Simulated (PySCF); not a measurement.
C5H13Si2 (doublet state).
Geometry (GFN2-xTB, Å), atoms numbered from 1 in this order:
```
atom  x, y, z in Å
C1     2.6315   -0.6198    0.8914
C2     2.2096   -0.3401   -0.5630
C3     0.7607   -0.5873   -0.7745
C4    -0.2430    0.4237   -0.5609
Si5   -1.8447    0.3955   -1.6546
C6    -2.8717    0.6183   -0.0517
Si7   -1.3557    0.3019    1.0703
H8     3.6938   -0.4268    1.0269
H9     2.0684    0.0166    1.5710
H10    2.4304   -1.6577    1.1461
H11    2.8025   -0.9843   -1.2203
H12    2.4497    0.7009   -0.7985
H13    0.4429   -1.6148   -0.8639
H14    0.2240    1.4127   -0.5787
H15   -1.9536    1.4653   -2.6493
H16   -2.0601   -0.9003   -2.2979
H17   -3.2847    1.6178    0.0583
H18   -3.7000   -0.0725    0.0774
H19   -1.0841    1.3005    2.1069
H20   -1.3209   -1.0389    1.6521
```

The hyperfine couplings belong to this conformer and change with its torsions.

Identity: `C1([SiH2]C[SiH2]1)[CH]CC` [radical].

Method: UKS B3LYP, pcH-1 on C H Si, non-relativistic, mean-field spin-orbit, GIAO in PySCF 2.14.0. The structure is a single GFN2-xTB conformer in the gas phase; no vibrational or solvent corrections. Couplings are sensitive to structure, and on GFN2-xTB geometries they can be far from those on DFT ones. The SCF solution wasn't tested for stability.

(1) The isotropic 13C couplings are +93.2, +79.7, -32.0, -27.9, -1.9 MHz. Assign them to C1; C2; C3; C4; C6.

Answers

(1) 
| site | a_iso (MHz) | ρ(0) (bohr⁻³) | position | distance from C3 (Å) | spin population | largest \|T\| (MHz) |
| --- | --- | --- | --- | --- | --- | --- |
| C1 | +79.7 | +0.0709 | 2 bonds from C3 | 2.51 | +0.04 | 10.0 |
| C2 | -27.9 | -0.0248 | 1 bond from C3 | 1.48 | -0.07 | 2.2 |
| C3 | +93.2 | +0.0830 | largest spin population | 0.00 | +0.94 | 147.6 |
| C4 | -32.0 | -0.0285 | 1 bond from C3 | 1.44 | -0.08 | 3.1 |
| C6 | -1.9 | -0.0017 | 3 bonds from C3 | 3.89 | +0.01 | 0.9 |

ρ(0) is the spin density at the nucleus and T the dipolar tensor; a_iso includes a spin–orbit part; entries for several nuclei are means. The largest Mulliken spin populations are on C3 (+0.94), Si7 (+0.11), C4 (-0.08) and C2 (-0.07). C3 is the only atom above +0.15. The positive populations add up to 1.20 and the negative ones to -0.20, together 2S = 1. The angles at C3 add up to 358.4°, so it is nearly planar; its axial dipolar tensor and the negative coupling of its proton fit spin in a p orbital normal to that plane.

The spin density at the nucleus, in bohr⁻³, is negative for C4 (-0.0285), C2 (-0.0248) and H13 (-0.0122), for instance. A restricted open-shell determinant has no negative spin density anywhere; here it arises because α and β orbitals differ (spin polarisation).

Nuclei that the bonding pattern makes equivalent are averaged, as if the motion that swaps them (rotation, inversion, ring flip) were fast. The three 1H nuclei of mean +2.3 MHz run from -4.0 to 13.6 MHz in the frozen geometry. The 29Si value of -145.0 MHz is a mean of couplings from -181.4 to -108.7 MHz in this one geometry, not an average over conformers. The 1H value of +29.4 MHz is a mean of couplings from 17.8 to 41.1 MHz in this one geometry, not an average over conformers.

The run took 2.6 min (with the writing of density and orbital grids) on one thread, Arm Neoverse V1 (aarch64), shared host, and the process peaked at 1.1 GiB of memory.
